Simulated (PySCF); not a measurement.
Atom-mapped SMILES (the numbers label the heavy atoms): `[CH2:1]=[C:2]([SiH2:3][NH2:4])[N:5]([CH3:6])[CH2:7][C:8]#[C:9][CH3:10]`; H(Xn) means a hydrogen on atom n. Ha(C1) is cis to Si3; Hb(C1) is trans to Si3.

Theory: GIAO PBE0/pcSseg-1 shieldings, geometry: GFN2-xTB, in PySCF 2.14 (fast rotation and ring inversion assumed for equivalent nuclei, in vacuum, one conformer, no relativistic terms).

δ = σ(ref) − σ, references computed at the same level: $^{13}$C and $^{1}$H and $^{29}$Si against TMS; NH3 for $^{15}$N.

```
 atoms    nucleus  count  Hirshfeld charge  δ (ppm)
    C9   $^{13}$C      1             -0.05     87.5
   C10   $^{13}$C      1             -0.10      4.6
H(Si3)    $^{1}$H      2             -0.08     4.86
    C7   $^{13}$C      1              0.00     45.0
    C6   $^{13}$C      1             -0.07        ?
    N4   $^{15}$N      1             -0.32        ?
 H(N4)    $^{1}$H      2              0.10        ?
Hb(C1)    $^{1}$H      1              0.03        ?
    C2   $^{13}$C      1             -0.06    159.8
    C8   $^{13}$C      1             -0.07     84.7
 H(C7)    $^{1}$H      2              0.05     3.77
   Si3  $^{29}$Si      1              0.36    -38.4
 H(C6)    $^{1}$H      3              0.04     2.74
H(C10)    $^{1}$H      3              0.06     2.03
    C1   $^{13}$C      1             -0.17        ?
    N5   $^{15}$N      1             -0.06     87.0
Ha(C1)    $^{1}$H      1              0.03     4.06
```

Task: Fill in the missing shifts.

Result: 
- C1: 94.2 ppm, β carbon of an enol-ether or enamine type C=C; the O or N lone pair pushes π density onto this β carbon and shields it
- C6: 37.3 ppm, methyl carbon bonded to N; deshielded by the electronegative neighbour
- Hb(C1): 4.14 ppm, hydrogen on a β carbon of an enol-ether or enamine type C=C; lone-pair donation from O or N shields it, upfield of ordinary alkene protons
- H(N4): 0.74 ppm, hydrogen on a nitrogen bonded to Si; labile proton, position sensitive to the medium
- N4: 18.5 ppm, nitrogen bonded to Si, 2 H

Exchangeable OH/NH protons stand at their gas-phase positions; hydrogen bonding in a real sample shifts them, mostly to higher δ. Shifts are as computed. Against solution values, carbons near 30 ppm lie about +3 ppm off and those near 130 ppm about +5 ppm. Of 1211 compounds with measured shifts, 218 miss one by over three times the rms of a fit or turn the order of signals round; such compounds aren't used in these exercises. Experimental scales use liquid or dissolved standards, which lie at an offset from isolated NH3 (liquid NH3: subtract about 20 ppm).
